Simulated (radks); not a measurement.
Species: Xe II. Configuration: [Kr] 4d10 5s2 5p5. All-electron calculation, non-relativistic Kohn-Sham, r2SCAN, spin-unpolarised, spherical densities, point nucleus; meta-GGA in the generalised Kohn-Sham scheme; relativity is left out, which matters for an element this heavy. Program: a radial shooting solver on a logarithmic mesh with Libxc functionals.

Radial electron density D(r) = 4 pi r^2 rho(r):

r (bohr),D(r) (e/bohr)
0.003862,13.74
0.00511,21.03
0.006815,31.15
0.009018,43.08
0.01203,55.69
0.01591,65.04
0.02123,68.09
0.02808,64.39
0.03746,60.12
0.04956,65.21
0.0661,80.72
0.08746,89.65
0.1167,78.70
0.1543,65.86
0.2059,72.44
0.2724,72.69
0.3633,44.10
0.4845,25.16
0.6411,29.53
0.8551,24.47
1.131,11.62
1.509,5.997
1.997,4.498
2.663,2.284
3.523,0.6241
4.699,0.07438
6.218,0.003755

D(r) has 4 maxima, at r = 0.0206, 0.0868, 0.240, 0.683 bohr, and minima at 0.0384, 0.161, 0.500 bohr, inside which lie 2.00, 11.33, 28.99 electrons.
